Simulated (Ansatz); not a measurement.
Stepwise reaction of `[SiH3][O][In]([Cl])[O][SiH3]` with hydrogen fluoride, as a gas-phase model of exchange steps in deposition or etching. ΔE in kJ/mol.

Isolated molecules relaxed with PBE0-D4/def2-TZVP in Ansatz; ΔE leaves out vibrations. CCSD(T)/CBS adds triple-zeta CCSD(T) − MP2 to the extrapolated MP2 energy (def2 sets, frozen cores). This one scheme is used for every species. Functionals use def2-TZVPP. B3LYP here is the variant with VWN-RPA as its local correlation; programs differ in this. Elements past krypton have def2 core potentials. For In outer-core shells are correlated without core-valence functions, which leaves a few kJ/mol of doubt a bond. One conformer a species, not always the lowest.

```
step                                                                     reaction  PBE-D4  B3LYP-D4  ωB97M-V  CCSD(T)/CBS
   1  `[SiH3][O][In]([Cl])[O][SiH3]` + H–F → `[F][In]([Cl])[O][SiH3]` + `O[SiH3]`   -16.0     -12.7    -14.0         -1.9
   2              `[F][In]([Cl])[O][SiH3]` + H–F → `[F][In]([F])[Cl]` + `O[SiH3]`   -15.5     -12.5    -12.5         -0.5
```

Question: By hand: ΔE of the 2 steps together at CCSD(T)/CBS.

Answer: (-1.9) + (-0.5) = -2.4 kJ/mol, or -1.2 kJ/mol a step.

In ΔE the steps differ by no more than 1.4 kJ/mol. PBE-D4 differs from CCSD(T)/CBS by -15.0 to -14.1 kJ/mol a step. Isolated molecules leave out the surface, adducts and barriers. Largest T1 diagnostic: 0.016.
